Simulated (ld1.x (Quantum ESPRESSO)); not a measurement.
# Building the ultrasoft potential for Ga (PBE, scalar-relativistic).

```json
{
  "Element": "gallium",
  "Generator": "ld1.x (Quantum ESPRESSO) 7.5",
  "Type": "ultrasoft",
  "Functional": "PBE",
  "Relativity": "scalar-relativistic",
  "Frozen core": "[Ar]",
  "Valence charge": "13",
  "Reference configuration": "3d10 4s1 4p2",
  "Partial waves": "4s (bound): rcut 1.40, rcutus 1.60 bohr; 4s channel at 0.3 Ry: rcut 1.40, rcutus 1.60 bohr; 4p (bound): rcut 2.00, rcutus 2.35 bohr; 4p channel at 0.65 Ry: rcut 2.00, rcutus 2.35 bohr; 3d (bound): rcut 0.55, rcutus 0.75 bohr; 3d channel at -0.85 Ry: rcut 0.55, rcutus 0.75 bohr",
  "Local potential": "all-electron potential smoothed inside 0.90 bohr (lloc = -1)",
  "Core correction": "none",
  "Augmentation charge": "built from norm-conserving waves at rcut, not smoothed further"
}
```

All-electron outer shells of the reference configuration (PBE, scalar-relativistic, ld1.x):

```tsv
shell	level (eV)	outermost node (bohr)	outermost maximum (bohr)
3s	-150.06	0.27	0.56
3p	-100.79	0.24	0.56
3d	-21.04	–	0.53
4s	-10.04	0.80	1.87
4p	-3.35	0.87	2.47
```

Results:

| Item | Value |
| --- | --- |
| Cutoffs needed | 300 Ry and over 300 Ry (the cutoffs (Ry, on a coarse ladder) from which the occupation-weighted sum of valence levels, in a spherical-Bessel basis at the reference potential, stays within 10 and 1 mRy of its value at 400 Ry) |
| Ghost test | ghost state, extra bound levels that the all-electron valence spectrum of the same l lacks: s at -518.3 eV; a true bound ghost makes a file unfit for plane-wave use (spherical-Bessel basis up to 400 Ry, 20 bohr box) |
| Largest excitation error | +225 meV (all-electron minus pseudo) for 3d9 4s0 4p0, out of 7 test configurations |
| Lowest eigenvalue of the overlap operator | 0.17 (s channel) |

Generation and tests took about 2.6 s on one core of a shared server CPU.
